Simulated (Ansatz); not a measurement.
```yaml
crystal:
  periodic: [false, false, false]
  atoms:
    - {symbol: C, position_ang: [-1.321611, 1.147925, 0.787864]}
    - {symbol: C, position_ang: [-0.356160, -0.002885, 1.079854]}
    - {symbol: Mg, position_ang: [0.809958, -0.686257, -0.522815]}
    - {symbol: N, position_ang: [1.866540, -1.308414, -1.965276]}
    - {symbol: H, position_ang: [-2.051493, 0.886154, 0.015500]}
    - {symbol: H, position_ang: [-1.896024, 1.450667, 1.672045]}
    - {symbol: H, position_ang: [-0.799866, 2.042099, 0.432849]}
    - {symbol: H, position_ang: [-0.915110, -0.859807, 1.477473]}
    - {symbol: H, position_ang: [0.324738, 0.285305, 1.891133]}
    - {symbol: H, position_ang: [1.625020, -2.041537, -2.615878]}
    - {symbol: H, position_ang: [2.779507, -0.970250, -2.232151]}
basis:
  gaussian: {orbitals: def2-TZVP, final_grid: {core_spheres: 8, valence_spheres: 7, degree: 23}}
magnetization: {spin_polarized: true, initial_magnetization: 6}
hamiltonian: {xc: {name: r2SCAN0}}
scf: {lower_state_search: off}
```

```sh
$ ansatz run in.yaml --threads 4 --pin off --events-out ev --progress --plain --max-ram 10444MiB
```

Output, abridged:

```
Functional definition: r2SCAN0
1111 factors; their error is unknown
mean field evaluation 1: about -9094.4719 eV, gradient 3.9e1 eV
mean field evaluation 2: about -9094.0927 eV, gradient 4.3e1 eV
mean field evaluation 4: about -9103.7071 eV, gradient 7.9e0 eV
mean field evaluation 8: about -9104.0926 eV, gradient 1.5e-1 eV
mean field evaluation 16: about -9104.1035 eV, gradient 1.1e-3 eV
mean field -9104.10347519 eV, -334.5696317302 hartree, gradient 8.4e-6 eV, S^2 12.014004; 0 other end points of the search recorded, 0 dependent functions left out
reference -9104.10349611 eV, -334.5696324990 hartree; 22, 16 occupied and 145, 151 virtual orbitals, 1111 factors
Total energy: -9104.10349611 eV, -334.5696324990 hartree
Checks for a lower state left out: stability, starts, cluster_reference, orbital_swaps, neighbouring_geometries, increment
```

Q: Something in this input is off. What?

A: The spin is set far too high for this molecule. The run converged. The result belongs to that input, not to the molecule as meant.
